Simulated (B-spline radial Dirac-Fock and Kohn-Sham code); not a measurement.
# Run log: Pd³⁺

ΔSCF core binding energies without Breit or QED terms, calculated with a radial B-spline solver. Keys: rel is the Hamiltonian (dirac, or spin-free x2c and nr, where L3 and M5 stand for the whole 2p and 3d shells), method is hf or an exchange,correlation pair (spin-unpolarised, also for the hole states), nuc the nuclear model, radius_factor scales its radius, rmax is the box in bohr, h the logarithmic mesh step, order the B-spline order, points the quadrature points per cell, c_factor scales the speed of light, and damp, ndamp, maxit and tol steer the iteration. The run stops when the commutator error falls below 10·tol·max(1, Z/10), or the numerical noise floor, and the energy has settled to about 1e-8 Ha; the virial ratio is −V/T.

Input (task.json):

```json
{"items": [{"Z": 46, "q": 3, "cfg": [[1, 0, 2], [2, 0, 2], [2, 1, 6], [3, 0, 2], [3, 1, 6], [3, 2, 10], [4, 0, 2], [4, 1, 6], [4, 2, 7]], "A": 106, "rrms": 4.5318, "do": "settings", "holes": ["K", "L3", "M5"],
  "settings": [{"rel": "dirac", "method": "hf", "nuc": "fermi", "radius_factor": 1.0, "rmax": 45.0, "h": 0.3, "order": 8, "points": 10, "c_factor": 0.1377, "maxit": 58, "damp": 0.5, "ndamp": 3, "tol": 1e-08}]}]}
```

Command: `python xray2_run.py task.json out`

Ground-state iterations:

```
iter   energy (Ha)        error
   1    -5812.58208114  2.67e+01
   2    -5642.22537305  2.16e+01
   3    -6692.99147234  1.67e+00
   4    -6716.58416890  1.13e+00
   5    -6717.94106046  3.08e-01
   6    -6718.29258915  6.67e-02
   7    -6718.32192642  3.02e-02
   8    -6718.32718867  1.66e-03
   9    -6718.32720889  4.39e-04
  10    -6718.32721061  2.40e-05
  11    -6718.32721062  2.24e-06
  12    -6718.32721062  1.07e-07
```

The ground state converged in 12 iterations, with total energy -6718.32721 Ha, virial ratio 1.17797 and highest orbital energy -31.64 eV. ΔSCF binding energies: K (1s) 12867.7 eV, L3 (2p3/2) 5148.7 eV, M5 (3d5/2) 165.9 eV.

Q: One setting is unsound. Which, and why?

A: c_factor makes c so small that Zα exceeds 1, so any numbers that come out have no meaning. With the default settings (Dirac Hartree-Fock): The ground state converged in 10 iterations, with total energy -5042.28489 Ha, virial ratio 1.95723 and highest orbital energy -48.86 eV. ΔSCF binding energies: K (1s) 24475.2 eV, L3 (2p3/2) 3231.9 eV, M5 (3d5/2) 386.7 eV.
